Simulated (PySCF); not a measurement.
Species: C3H11Si2 (doublet state).
Structure used (GFN2-xTB), in Å, numbered top down from 1:
```xyz
16
C3H11Si2 angstrom
C     -2.2674   -0.1064    0.3856
C     -0.9299    0.0650   -0.2282
C      0.3068    0.0353    0.5469
Si     1.2705   -1.5580    0.0903
Si     1.2676    1.6558    0.2102
H     -3.0355    0.4165   -0.1848
H     -2.5594   -1.1646    0.4216
H     -2.2747    0.2660    1.4106
H     -0.8651    0.0964   -1.3032
H      0.0700   -0.0057    1.6138
H      1.5867   -1.5323   -1.3381
H      0.4087   -2.7030    0.3919
H      2.5078   -1.6581    0.8674
H      2.5353    1.6620    0.9448
H      1.5358    1.7638   -1.2240
H      0.4352    2.7764    0.6512
```

The hyperfine couplings belong to this conformer and change with its torsions.

Identity: `C[CH]C([SiH3])[SiH3]` [radical].

Computed, not measured: PySCF, UKS B3LYP, pcH-1 on C H Si, non-relativistic, mean-field spin-orbit, GIAO. The structure is a single GFN2-xTB conformer in the gas phase; no vibrational or solvent corrections. Couplings are sensitive to structure, and on GFN2-xTB geometries they can be far from those on DFT ones. Stability of the SCF solution: not tested.

Principal values of hyperfine tensors in MHz (contact, dipolar and spin–orbit terms together), for some of the nuclei:

| atom | isotope | A1 | A2 | A3 |
| --- | --- | --- | --- | --- |
| H7 | 1H | 137.30 | 139.21 | 150.31 |
| Si4 | 29Si | -129.38 | -106.20 | -104.38 |
| C2 | 13C | 10.68 | 11.60 | 237.19 |
| H9 | 1H | -94.89 | -58.25 | -23.07 |
| H6 | 1H | 36.59 | 36.87 | 49.62 |
| C1 | 13C | -34.01 | -31.72 | -30.09 |
| H8 | 1H | 26.28 | 26.78 | 38.76 |
| H13 | 1H | 27.72 | 28.70 | 32.54 |

Problem. Give the isotropic coupling of each nucleus in MHz and in mT (g = 2.0026), and the anisotropic part.

Solution. a_iso is a third of the trace, T = A − a_iso, and a(mT) = a(MHz)/(g × 13.996). The tensors hold a spin–orbit part: the run splits a_iso into a_FC + a_SO, and T includes its anisotropic share.

```json
{"atom": "H7", "a_iso (MHz)": "142.27", "a_FC": "142.27", "a_SO": "0.00", "a_iso (mT)": "5.076", "T1": "-4.98", "T2": "-3.06", "T3": "8.04"}
{"atom": "Si4", "a_iso (MHz)": "-113.32", "a_FC": "-113.43", "a_SO": "0.11", "a_iso (mT)": "-4.043", "T1": "-16.06", "T2": "7.12", "T3": "8.94"}
{"atom": "C2", "a_iso (MHz)": "86.49", "a_FC": "86.60", "a_SO": "-0.11", "a_iso (mT)": "3.086", "T1": "-75.81", "T2": "-74.89", "T3": "150.70"}
{"atom": "H9", "a_iso (MHz)": "-58.74", "a_FC": "-58.75", "a_SO": "0.02", "a_iso (mT)": "-2.096", "T1": "-36.15", "T2": "0.49", "T3": "35.66"}
{"atom": "H6", "a_iso (MHz)": "41.03", "a_FC": "41.02", "a_SO": "0.00", "a_iso (mT)": "1.464", "T1": "-4.43", "T2": "-4.16", "T3": "8.59"}
{"atom": "C1", "a_iso (MHz)": "-31.94", "a_FC": "-31.95", "a_SO": "0.01", "a_iso (mT)": "-1.140", "T1": "-2.07", "T2": "0.22", "T3": "1.85"}
{"atom": "H8", "a_iso (MHz)": "30.60", "a_FC": "30.60", "a_SO": "0.00", "a_iso (mT)": "1.092", "T1": "-4.33", "T2": "-3.82", "T3": "8.15"}
{"atom": "H13", "a_iso (MHz)": "29.65", "a_FC": "29.65", "a_SO": "0.00", "a_iso (mT)": "1.058", "T1": "-1.94", "T2": "-0.95", "T3": "2.89"}
```

Problem. What spin density at the nucleus of H13 lies behind its contact coupling (g_N = 5.58569)?

Solution. a_FC = 800.24 MHz bohr³ × g_N × ρ(0)/(2S). With a_FC = 29.65 MHz and 2S = 1, ρ(0) = 0.006633 bohr⁻³. In magnitude that is 2.1 % of the 1/π = 0.318 of a free hydrogen atom.

Problem. Si5 (29Si, g_N = -1.11058) isn't in the table. Its spin density at the nucleus is 0.119 bohr⁻³. What is its contact coupling?

Solution. By the same relation, a_FC = -105.7 MHz. The spin–orbit term adds +0.09 MHz. Its full tensor has the principal values -119.08, -99.62, -98.16 MHz.

Problem. Which nucleus of the table has the largest anisotropic coupling, and what is its form?

Solution. C2: -75.8, -74.9, 150.7 MHz (the dipolar term alone has -75.7, -74.9, 150.6), axial, in the ratio −1:−1:+2, the form that spin in one p orbital centred on that nucleus gives.

Problem. In a single crystal, with the field along each principal axis of the tensor of H7 in turn, what first-order splitting does this nucleus give (isotropic g, quadrupole terms neglected)?

Solution. 2 lines (I = 1/2), spaced by |A_i|/(g × 13.996): 4.90, 4.97, 5.36 mT along the axes of A1, A2 and A3.
